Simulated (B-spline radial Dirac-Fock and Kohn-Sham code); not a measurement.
# Ho⁺: non-radiative channels of the L3 vacancy

System: holmium as Ho⁺ in the configuration [Xe] 4f11 6p1 (an excited configuration).

These are calculated numbers from an atomic code on a B-spline grid; the model is one-electron (LDA, Dirac) transition rates at Dirac-Fock energies. Kinetic energies are configuration averages from the vacuum level; the two-hole energies are estimated from single-hole states.

```
transition  kinetic energy (eV)  width (meV)  share (%)
   L3-M1M3               4140.9         95.9        3.0
   L3-M2M3               4342.6          164        5.1
   L3-M3M3               4522.5          213        6.6
   L3-M2M5               4729.9         95.9        3.0
   L3-M3M4               4873.7          233        7.2
   L3-M3M5               4916.1          339       10.5
   L3-M4M4               5222.6         35.4        1.1
   L3-M4M5               5260.1          678       21.0
   L3-M5M5               5300.2          446       13.8
   L3-M1N3               5588.0         13.9        0.4
   L3-M2N3               5797.2         24.8        0.8
   L3-M3N1               5852.1         22.8        0.7
   L3-M3N2               5936.0         34.7        1.1
   L3-M2N5               5944.1         14.0        0.4
   L3-M3N3               5977.8         77.7        2.4
   L3-M3N4               6116.4         41.9        1.3
   L3-M3N5               6124.1         59.3        1.8
   L3-M5N2               6328.7         18.8        0.6
   L3-M4N3               6331.5         33.0        1.0
   L3-M5N3               6370.1         54.4        1.7
   L3-M4N5               6478.3         89.2        2.8
   L3-M5N4               6509.1          108        3.3
   L3-M5N5               6517.3          133        4.1
   L3-N4N5               7696.0         14.7        0.5
```

The listed channels hold 94 % of the non-radiative rate. Summed by principal shells, of 3.23 eV in all: LMM 72.4 %, LMN 24.2 %, LNN 2.0 %, LMO 1.2 %, LNO 0.2 %.
